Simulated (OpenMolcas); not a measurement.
Gd2+ in a point-charge field

Gd2+ among 3 point charges of -2 e arranged as a planar triangle (D3h), 2.94 Å from the ion.
```
   2.9400    0.0000    0.0000  -2.00
  -1.4700    2.5461    0.0000  -2.00
  -1.4700   -2.5461    0.0000  -2.00
```

```json
{
 "Program": "OpenMolcas",
 "Method": "CASSCF",
 "Basis": "ANO-RCC-VDZP [7s6p4d2f1g]",
 "Scalar Hamiltonian": "DKH2, point nucleus",
 "Active space": "8 electrons in 7 orbitals (4f)",
 "State averaging": "2S+1 = 7 even, 7 roots; 2S+1 = 5 even, 77 roots kept (CI in the orbitals of an earlier block); 2S+1 = 3 even, 17 roots kept (CI in the orbitals of an earlier block)",
 "Spin-orbit coupling": "RASSI with atomic mean-field integrals over the reference wave functions"
}
```

The lowest spin-free states (labels of D3, the rotations of D3h), above the lowest:

```json
{"State": "7A2", "Degeneracy": "1", "E (cm-1)": "0.0", "Free-ion L (%)": "F (100)"}
{"State": "7E", "Degeneracy": "2", "E (cm-1)": "172.4", "Free-ion L (%)": "F (100)"}
{"State": "7E", "Degeneracy": "2", "E (cm-1)": "711.6", "Free-ion L (%)": "F (100)"}
{"State": "7A1", "Degeneracy": "1", "E (cm-1)": "1788", "Free-ion L (%)": "F (100)"}
{"State": "7A2", "Degeneracy": "1", "E (cm-1)": "1836", "Free-ion L (%)": "F (100)"}
{"State": "5A1", "Degeneracy": "1", "E (cm-1)": "23666", "Free-ion L (%)": "D (100)"}
{"State": "5E", "Degeneracy": "2", "E (cm-1)": "23839", "Free-ion L (%)": "D (100)"}
{"State": "5E", "Degeneracy": "2", "E (cm-1)": "24355", "Free-ion L (%)": "D (100)"}
{"State": "5A1", "Degeneracy": "1", "E (cm-1)": "27297", "Free-ion L (%)": "L (100)"}
{"State": "5E", "Degeneracy": "2", "E (cm-1)": "27302", "Free-ion L (%)": "L (100)"}
{"State": "5E", "Degeneracy": "2", "E (cm-1)": "27317", "Free-ion L (%)": "L (100)"}
{"State": "5A1", "Degeneracy": "1", "E (cm-1)": "27336", "Free-ion L (%)": "L (100)"}
{"State": "5A2", "Degeneracy": "1", "E (cm-1)": "27346", "Free-ion L (%)": "L (100)"}
{"State": "5E", "Degeneracy": "2", "E (cm-1)": "27374", "Free-ion L (%)": "L (100)"}
{"State": "5E", "Degeneracy": "2", "E (cm-1)": "27411", "Free-ion L (%)": "L (100)"}
{"State": "2S+1 = 5", "Degeneracy": "2", "E (cm-1)": "27450", "Free-ion L (%)": "L (100)"}
{"State": "5E", "Degeneracy": "2", "E (cm-1)": "27482", "Free-ion L (%)": "L (100)"}
{"State": "5E", "Degeneracy": "2", "E (cm-1)": "27494", "Free-ion L (%)": "L (100)"}
{"State": "5A1", "Degeneracy": "1", "E (cm-1)": "28319", "Free-ion L (%)": "G (100)"}
{"State": "5E", "Degeneracy": "2", "E (cm-1)": "28350", "Free-ion L (%)": "G (100)"}
```

The lowest levels with spin-orbit coupling:

```tsv
E (cm-1)	Degeneracy	Label	2S+1	J	|mJ| (%)	g
0.0	1	A1	7	5.99	0 (100)	
29.8	2	E	7	5.99	1 (100)	0.00 0.00 3.26
122.2	2	E	7	5.97	2 (100)	0.00 0.00 6.49
286.9	1	A2	7	5.95	3 (100)	
288.0	1	A1	7	5.95	3 (100)	
548.4	2	E	7	5.93	4 (100)	0.00 0.00 12.71
959.4	2	E	7	5.92	5 (100)	0.00 0.00 15.54
1677	2		7	6.00	6 (100)	0.00 0.00 17.96
1835	1	A2	7	4.97	0 (100)	
1854	2	E	7	4.96	1 (100)	0.00 0.00 3.39
1915	2	E	7	4.93	2 (100)	0.00 0.00 6.73
2034	1	A2	7	4.88	3 (100)	
2039	1	A1	7	4.88	3 (100)	
2285	2	E	7	4.87	4 (100)	0.00 0.00 12.56
2894	2	E	7	5.09	5 (100)	0.00 0.00 14.40
3163	1	A1	7	3.91	0 (100)	
3170	2	E	7	3.90	1 (100)	0.00 0.00 3.53
3193	2	E	7	3.88	2 (100)	0.00 0.00 6.90
3246	1	A2	7	3.83	3 (100)	
3255	1	A1	7	3.82	3 (100)
```

Powder χT (cm3 K/mol): 1.1 at 2 K, 5.33 at 10 K, 10.3 at 50 K, 11.1 at 100 K, 11.4 at 200 K, 11.6 at 300 K. The effective moment at 300 K is 2.828 √(χT) = 9.62 μB.

Hund's rules give f8 the level 7F6 with g = 1.500, so an isolated free-ion multiplet has χT = g² J(J+1) / 8 = 11.812 cm3 K/mol. The computed 11.572 at 300 K differs by -2 %, through the field's splitting, the mixing of terms and any other multiplet in reach.

Stevens parameters of the J = 6 multiplet, which is 1677 cm-1 wide (cm-1, z along the main axis): B20 = 1.515e+01, B40 = 1.850e-02, B60 = 5.514e-05, B66 = 2.215e-05.

High states are left out of the spin-orbit mixing, which shifts the levels that they would mix with. The free ion's ground configuration, as NIST lists it, lies outside this active space, so the lowest level here need not be the ground level. Point charges carry no covalency, so the field is a model and not that of real ligands. A group larger than the point group allows holds several states that coincide in this model. The first state left out of the spin-orbit step lies near 45000 cm-1 above the lowest spin-free state of the reference (among the parities and spins computed), and the lists stop at four fifths of that energy or lower. No measured value stands beside these numbers.

A state without a sure symmetry label is named by its multiplicity alone. With an even number of electrons the g values are those of a degenerate or nearly degenerate non-Kramers pair.
